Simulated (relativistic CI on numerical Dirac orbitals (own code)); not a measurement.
Electric-dipole transitions in Ho¹³⁺

Computed by Dirac-Coulomb-Breit CI, separate exchange-only KLI orbitals for each configuration, model QED, unscaled Slater integrals (own radial code, finite nucleus).

CI space (outside the closed core [Kr] 4d10): 4f⁶5s², 4f⁸, 4f⁷5s, 4f⁶5s5p, 4f⁴5s²5p², 4f⁵5s²5p, 4f⁷6s, 4f⁶5s6s, 4f⁴5s²6s², 4f⁶6s². Levels of other configurations are missing.

| λ vac (Å) | Lower | Upper | A (s⁻¹) | log gf | S velocity/length |
| --- | --- | --- | --- | --- | --- |
| 684.90 | 4f⁶5s² ⁷F6 [7] | 4f⁷5s ⁵F°5 [356] | 3.00e+04 | -4.63 | 1.65 |
| 691.63 | 4f⁶5s² ⁷F4 [5] | 4f⁷5s ⁵G°4 [330] | 3.20e+04 | -4.68 | 1.87 |
| 704.31 | 4f⁶5s² ⁷F6 [7] | 4f⁷5s ⁵G°6 [339] | 5.98e+04 | -4.24 | 2.11 |
| 708.51 | 4f⁶5s² ⁷F5 [6] | 4f⁷5s ⁵G°5 [320] | 3.06e+04 | -4.60 | 2.10 |
| 776.43 | 4f⁶5s² ⁷F6 [7] | 4f⁷5s ⁷H°7 [275] | 1.31e+04 | -4.75 | 1.93 |
| 805.27 | 4f⁶5s² ⁷F3 [4] | 4f⁷5s ⁵D°4 [217] | 1.60e+04 | -4.85 | 2.04 |
| 832.38 | 4f⁶5s² ⁷F2 [3] | 4f⁷5s ⁷G°3 [197] | 2.13e+04 | -4.81 | 2.12 |
| 838.42 | 4f⁶5s² ⁷F6 [7] | 4f⁷5s ⁷F°6 [222] | 1.04e+04 | -4.84 | 2.31 |
| 852.35 | 4f⁶5s² ⁷F3 [4] | 4f⁷5s ⁷G°4 [192] | 2.23e+04 | -4.66 | 2.21 |
| 860.72 | 4f⁶5s² ⁵L7 [14] | 4f⁷5s ⁵M°8 [376] | 1.70e+04 | -4.49 | 2.92 |
| 863.88 | 4f⁶5s² ⁷F4 [5] | 4f⁷5s ⁷G°5 [195] | 5.19e+04 | -4.19 | 2.34 |
| 869.83 | 4f⁶5s² ⁷F6 [7] | 4f⁷5s ⁷G°7 [211] | 8.59e+04 | -3.84 | 2.51 |
| 878.87 | 4f⁶5s² ⁵L8 [15] | 4f⁷5s ⁵M°9 [373] | 2.01e+04 | -4.35 | 2.83 |
| 879.08 | 4f⁶5s² ⁷F5 [6] | 4f⁷5s ⁷G°6 [196] | 6.48e+04 | -4.01 | 2.47 |
| 883.10 | 4f⁶5s² ⁷F6 [7] | 4f⁷5s ⁵I°7 [203] | 7.93e+03 | -4.86 | 2.60 |
| 890.35 | 4f⁶5s² ⁵L10 [22] | 4f⁷5s ⁵M°11 [377] | 2.54e+04 | -4.16 | 2.74 |
| 892.22 | 4f⁶5s² ⁵L9 [21] | 4f⁷5s ⁵M°10 [372] | 2.69e+04 | -4.17 | 2.86 |
| 916.32 | 4f⁶5s² ⁵H7 [24] | 4f⁷5s ⁵H°7 [388] | 2.71e+04 | -4.29 | 4.80 |
| 966.83 | 4f⁶5s² ⁵H7 [24] | 4f⁷5s ⁵I°8 [357] | 2.48e+04 | -4.23 | 3.54 |
| 988.28 | 4f⁶5s² ⁵I8 [37] | 4f⁷5s ⁵K°9 [386] | 3.61e+04 | -4.00 | 3.60 |

Terms are leading LS components. Brackets give the number of a level in order of energy, since labels repeat. The list gives strong lines, with weight on those to low levels, among the lowest 400 of 9527 levels, so that lines to higher ones, which can be the strongest, are missing. Levels whose partners in the same complex of configurations lie outside the list can be far off, and so can their lines. Rates are taken at the computed energies, electric ones in the length gauge. A velocity-to-length ratio far from 1 marks an uncertain rate.

At this charge transitions that keep the count of f electrons are usually good to a few per cent. Terms inside the open d or f shell come out 10 to 20 % too wide with unscaled integrals. Levels and lines within the n = 5 or 6 shells can be off by up to 10 % or somewhat more, and those that change n by about 2 %, since core polarisation is missing. Levels that differ in their count of f electrons can be misplaced by several ten thousand cm⁻¹, since the correlation energy of f electrons is missing or only estimated; rates across such gaps can be off by orders of magnitude.

LS names give the leading component of a level, which can be under half, so a name can repeat, a term be missing and a line seem to break the LS rules.
